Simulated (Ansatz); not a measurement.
Isolated molecules relaxed with PBE0-D4/def2-TZVP in Ansatz; ΔE leaves out vibrations. CCSD(T)/CBS is the MP2 limit (def2-TZVPP, def2-QZVPP) plus CCSD(T) − MP2 in def2-TZVPP, frozen cores. Functionals use def2-TZVPP. B3LYP here is the variant with VWN-RPA as its local correlation; programs differ in this. One conformer a species, not always the lowest.

Consider the substitution at a C–Si bond: `OC[SiH](S)Cl` + `NBCl` → `OCNBCl` + `S[SiH2]Cl`.

| level | ΔE (kJ/mol) | difference from CCSD(T)/CBS |
| --- | --- | --- |
| PBE-D4 | 40.4 | 0.3 |
| r2SCAN-D4 | 41.2 | 1.1 |
| PBE0-D4 | 40.3 | 0.2 |
| B3LYP-D4 | 40.0 | -0.1 |
| ωB97X-V | 38.0 | -2.1 |
| ωB97M-V | 42.3 | 2.2 |
| B2PLYP | 37.3 | -2.8 |
| PBE | 37.9 | -2.2 |
| r2SCAN | 40.6 | 0.5 |
| PBE0 | 38.0 | -2.1 |
| B3LYP | 35.8 | -4.3 |
| HF/def2-TZVPP | 29.0 | -11.1 |
| MP2/def2-TZVPP | 40.1 | 0.0 |
| SCS-MP2/def2-TZVPP | 35.9 | -4.2 |
| CCSD/def2-TZVPP | 36.0 | -4.1 |
| CCSD(T)/def2-TZVPP | 36.5 | -3.6 |
| HF/def2-QZVPP | 28.7 | -11.4 |
| MP2/def2-QZVPP | 42.1 | 2.0 |
| SCS-MP2/def2-QZVPP | 38.0 | -2.1 |
| HF/CBS(def2) | 28.7 | -11.4 |
| MP2/CBS(def2) | 43.7 | 3.6 |
| CCSD/CBS(def2) | 39.6 | -0.5 |
| CCSD(T)/CBS | 40.1 | 0 |

Largest T1 diagnostic among the species: 0.011.

In def2-TZVPP, CCSD(T) changes the Hartree–Fock value by +7.6 kJ/mol (the triples alone add +0.5 kJ/mol) and MP2 by +11.1 kJ/mol. The D4 term adds +4.2 kJ/mol with B3LYP and +2.3 kJ/mol with PBE0; it sums over pairs of atoms, weighted by their polarisabilities, and B3LYP, whose exchange is more repulsive, gets the larger term.
